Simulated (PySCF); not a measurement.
C₃H₇ClOSi.
Atom-mapped SMILES: `[CH2:1]=[CH:2][CH2:3][O:4][SiH2:5][Cl:6]` (hydrogens: H7, H8 on C1; H9 on C2; H10, H11 on C3; H12, H13 on Si5)

Computed, not measured: PySCF, PBE0-D3(BJ)/def2-SVP geometry optimisation, gas phase.

Q: Give the optimised bond lengths and angles.

A: 
| bond | length (Å) | order |
| --- | --- | --- |
| C1=C2 | 1.332 | double |
| C2–C3 | 1.496 | single |
| C3–O4 | 1.415 | single |
| O4–Si5 | 1.648 | single |
| Si5–Cl6 | 2.074 | single |
| C1–H7 | 1.095 | single |
| C1–H8 | 1.093 | single |
| C2–H9 | 1.096 | single |
| C3–H10, C3–H11 | 1.105 | single |
| Si5–H12 | 1.480 | single |
| Si5–H13 | 1.490 | single |

Bonds in one row agree within 0.01 Å and their mean is given. Orders are formal, as drawn. A selection of angles:
| angle | degrees |
| --- | --- |
| C2–C1–H7 | 121.4 |
| C2–C1–H8 | 121.6 |
| H7–C1–H8 | 117.0 |
| C1–C2–C3 | 124.0 |
| C1–C2–H9 | 120.3 |
| C3–C2–H9 | 115.7 |
| C2–C3–O4 | 111.7 |
| C2–C3–H10 | 109.6 |
| O4–C3–H10 | 110.3 |
| O4–C3–H11 | 107.9 |
| H10–C3–H11 | 107.0 |
| C3–O4–Si5 | 125.4 |
| O4–Si5–Cl6 | 111.4 |
| O4–Si5–H12 | 106.8 |
| O4–Si5–H13 | 110.5 |
| Cl6–Si5–H12 | 108.6 |
| Cl6–Si5–H13 | 106.2 |
| H12–Si5–H13 | 113.4 |

Dihedral angles: C1–C2–C3–O4 -124° (anticlinal); C2–C3–O4–Si5 -97° (anticlinal); C3–O4–Si5–Cl6 69° (synclinal). The mirror-image conformer, all signs reversed, is as good.

Of the pairs four or more bonds apart, H7···H11 is among the closest relative to their van der Waals radii: 2.42 Å, 101 % of the sum of Bondi's values. O4 (silyl ether oxygen) is bent (angle 125.4°). Si5 (chlorine-bound silicon) is distorted tetrahedral (angles from 106.2° to 113.4°). The C–C distances run from 1.332 Å (C1=C2, drawn double) to 1.496 Å (C2–C3, drawn single), a spread of 0.164 Å.

Point group: C1 (no symmetry element, even within 0.4 Å). No frequency check. One conformer, not necessarily the lowest.
